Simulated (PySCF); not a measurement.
**Stretching BeSe⁺**

Set-up: Be pcseg-1, Se pcseg-1; no relativity (PySCF 2.14). Energies in eV from Be⁺ + Se in their ground configurations at the same level. State: ²Π (doublet), unpaired electrons π ↑.

```tsv
R (Å)	UHF-MP2
1.707	-1.413
1.786	-1.966
1.866	-2.287
1.925	-2.412
1.985	-2.462
2.045	-2.453
2.124	-2.370
2.223	-2.184
2.342	-1.815
2.501	-1.285
```

Put a parabola through the three lowest points of the UHF-MP2 curve and estimate Re, k and ωe (reduced mass 8.099 u; 1 eV/Å² = 0.16022 mdyn/Å; ωe = 1302.8·√(k/μ) cm⁻¹).

Through R = 1.925, 1.985, 2.045 Å the second-order coefficient is 8.19 eV/Å², so Re ≈ 2.006 Å, k ≈ 2.63 mdyn/Å and ωe ≈ 742 cm⁻¹. A polynomial fit of higher order to the unrounded UHF-MP2 energies gives Re = 2.004 Å, k = 2.46 mdyn/Å, ωe = 718 cm⁻¹; anharmonicity and rounding make the difference.

The higher-order fit for each curve: UHF-MP2: Re = 2.004 Å, ωe = 718 cm⁻¹, De = 2.46 eV.

Correlated steps freeze 9 core orbitals. Correlated levels converge slowly with the basis: in double zeta they bind strong bonds too weakly, by up to about 1 eV, and carry superposition errors of some tenths. Spin–orbit coupling is left out. For an ion De counts to the pair picked by the measured ionisation energies or electron affinities, which need not be the lowest pair at this level. The state is the lowest determinant that a PBE0 search found; another state may lie lower at other levels.
